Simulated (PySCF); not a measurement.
# A search over the determinants of RbBe⁺

Unrestricted PBE0; Rb def2-TZVP with ECP28, Be def2-TZVP; scalar-relativistic core potentials (PySCF 2.14). Outer shells of the fragments: Rb+ closed shells only; Be 2s2.

Followed along the bond (rough minima from three points):

| 2Ms+1 | unpaired | ⟨S²⟩ at the start | R at minimum (Å) | Te (eV) |
| --- | --- | --- | --- | --- |
| 1 | none | 0.00 | 3.72 | 0.00 |
| 3 | σ ↑↑ | 2.00 | none in the scan | ≤ 2.14 |

Solutions found at the starting distance of 3.120 Å, counted from the lowest of them; the search is not exhaustive and high or unbound solutions are not listed, so other states can lie among these:

```json
{"2Ms+1": "1", "unpaired": "none", "term": "¹Σ⁺", "E (eV)": "0.00", "⟨S²⟩": "0.00", "⟨Lz²⟩": "0.00", "μ (D)": "0.90"}
{"2Ms+1": "3", "unpaired": "σ ↑↑", "term": "³Σ⁺", "E (eV)": "2.32", "⟨S²⟩": "2.00", "⟨Lz²⟩": "0.00", "μ (D)": "-0.23"}
{"2Ms+1": "3", "unpaired": "σ ↑, π ↑", "term": "³Π", "E (eV)": "2.44", "⟨S²⟩": "2.00", "⟨Lz²⟩": "1.00", "μ (D)": "0.63"}
{"2Ms+1": "1", "unpaired": "σ ↑, π ↓", "term": "mixed", "E (eV)": "3.48", "⟨S²⟩": "1.00", "⟨Lz²⟩": "1.00", "μ (D)": "0.87"}
{"2Ms+1": "3", "unpaired": "σ ↑, δ ↑", "term": "³Δ", "E (eV)": "8.18", "⟨S²⟩": "2.00", "⟨Lz²⟩": "4.00", "μ (D)": "13.03"}
{"2Ms+1": "1", "unpaired": "σ ↑, δ ↓", "term": "mixed", "E (eV)": "8.22", "⟨S²⟩": "1.00", "⟨Lz²⟩": "4.00", "μ (D)": "13.22"}
```

A term symbol is given only where ⟨S²⟩ and ⟨Lz²⟩ are close to those of a pure state; real π, δ and φ orbitals otherwise mix terms. A positive dipole points towards Be; it is taken about the centre of mass and depends on that origin.

Counting both spins, an empty level lies below a filled one in some of these solutions, because spin and occupation are held.
